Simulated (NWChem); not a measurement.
System: GaN2H4F; SMILES [NH2][Ga]([NH2])[F]

```xyz
8

Ga     0.0000     0.0000    -0.0150
F      0.0000     0.0000     1.7610
N     -1.6404    -0.0479    -0.8153
H     -1.7473     0.3483    -1.7521
H     -2.4450     0.1980    -0.2328
N      1.6404     0.0479    -0.8153
H      1.7473    -0.3483    -1.7521
H      2.4450    -0.1980    -0.2328
```
Atoms are numbered in this order, from 1.

Results from NWChem. Geometry: optimised at PBE-D3(BJ)/def2-SVP. Total energies compare along this basis series because the functional is fixed.

```
level            basis functions  energy (Ha)  highest occupied level (eV)  orbital gap (eV)  dipole (D)
---------------  ---------------  -----------  ---------------------------  ----------------  ----------
PBE/pcseg-1                   89   -2135.9235                        -5.94              4.65        2.72
PBE/aug-pcseg-1              141   -2135.9432                        -6.20              4.43        2.64
PBE/pcseg-2                  189   -2136.3223                        -6.12              4.61        2.65
PBE/def2-SVP                  94   -2135.7569                        -5.66              4.60        2.64
```
